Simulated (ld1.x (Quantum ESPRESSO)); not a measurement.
## Reading a pseudo-wave (molybdenum)

Columns: radius, all-electron u(r) and pseudo u(r) of the 4p shell (level -38.59 eV) of molybdenum in the configuration [Ar] 3d10 4s2 4p6 4d5 5s1 5p0; LDA (PZ), scalar-relativistic, TM scheme, ld1.x (Quantum ESPRESSO) 7.5.

```
r (bohr)  all-electron  pseudo
   0.118        0.2381  0.0244
   0.235       -0.3917  0.0953
   0.353       -0.5100  0.2096
   0.470       -0.1954  0.3578
   0.588        0.2334  0.5297
   0.705        0.5966  0.7036
   0.822        0.8431  0.8563
   0.940        0.9767  0.9640
   1.058        1.0187  1.0094
   1.175        0.9975  0.9949
   1.292        0.9372  0.9370
   1.410        0.8548  0.8548
   1.528        0.7634  0.7634
   1.645        0.6719  0.6719
   1.763        0.5839  0.5839
   1.880        0.5034  0.5034
   1.998        0.4303  0.4303
   2.115        0.3662  0.3662
   2.232        0.3103  0.3103
   2.350        0.2616  0.2616
   2.468        0.2198  0.2198
   2.585        0.1844  0.1844
   2.702        0.1545  0.1545
   2.820        0.1290  0.1290
   2.938        0.1075  0.1075
   3.055        0.0896  0.0896
```

Q: How many radial nodes do the two functions have?

A: The all-electron 4p function has n − l − 1 = 2; the pseudo-wave has 0, since the states of the same l below it are removed with the core.

Q: At about which radius was the pseudo-wave matched?

A: 1.45 bohr. The columns agree to 0.0005 from 1.29 bohr on; several derivatives are matched, so the curves merge somewhat inside the radius.

Q: Is the pseudo-wave norm-conserving?

A: Yes: the TM scheme keeps the norm inside the radius equal to the all-electron one, which fixes the energy derivative of the logarithmic derivative at the level.
